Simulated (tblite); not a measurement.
Problem. Give a GFN2-xTB geometry of InChI=1S/CH13NSSi4/c3-7(1-4)2(5)6/h3,7H,1H2,4-6H3/t7-/m1/s1.

Solution. 
```
atom  x, y, z in Å
Si1    3.1693    0.1903    1.0456
C2     1.2703    0.2597    1.0803
Si3    0.4508   -0.0130   -0.5977
S4     1.0697   -1.9431   -1.3305
N5    -1.2885    0.0177   -0.5087
Si6   -2.1336    1.4067   -1.1380
Si7   -2.1442   -1.1196    0.5101
H8     3.6684    1.2741    0.1956
H9     3.6152   -1.1012    0.5324
H10    3.6662    0.3802    2.4120
H11    0.9500    1.2271    1.4665
H12    0.8989   -0.4877    1.7819
H13    0.8608    0.9619   -1.6059
H14    0.1018   -2.0782   -2.2226
H15   -1.9362    2.5473   -0.2385
H16   -1.5739    1.6975   -2.4567
H17   -3.5440    1.0462   -1.2302
H18   -2.4816   -0.4745    1.7826
H19   -1.2736   -2.2695    0.7355
H20   -3.3510   -1.5112   -0.2168
```

Any rigid rotation of these coordinates is as good. Atoms count from 1 in this order. Si3 (SiH silicon) is distorted tetrahedral (angles from 106.4° to 113.3°). Si6 (SiH3 silicon) is tetrahedral (angles from 107.1° to 111.3°). N5 (nitrogen bridging silicon atoms) is almost planar (angles 120.4°, 119.4° and 118.7°, sum 358.5°, 0.12 Å off the plane of its three neighbours). Si1 (SiH3 silicon) is tetrahedral (angles from 108.5° to 110.3°).

Bonds between heavy atoms (Å): Si1–C2 1.901, C2–Si3 1.887, Si3–S4 2.155, Si3–N5 1.742, N5–Si6 1.743, N5–Si7 1.750.

Structure optimised with GFN2-xTB, isolated species.

Point group: C1 (no symmetry element, even within 0.4 Å). Its lowest GFN2-xTB frequency is 13 cm⁻¹, too small to tell a flat minimum from a shallow saddle. The numbers are those of one conformer (Si1–C2–Si3–S4 59°, C2–Si3–S4–H 162°, C2–Si3–N5–Si6 107°). 2 starts were optimised and ended at 0.00 and 0.67 kcal/mol (GFN2-xTB); the lowest of these is shown.

The run took 10 s wall, 7.8 s CPU on an Intel Xeon at 2.50 GHz with one thread, shared host with 64 logical CPUs at a one-minute load of 50. That covers the optimisation of the geometry.

All values are computed, not measured.
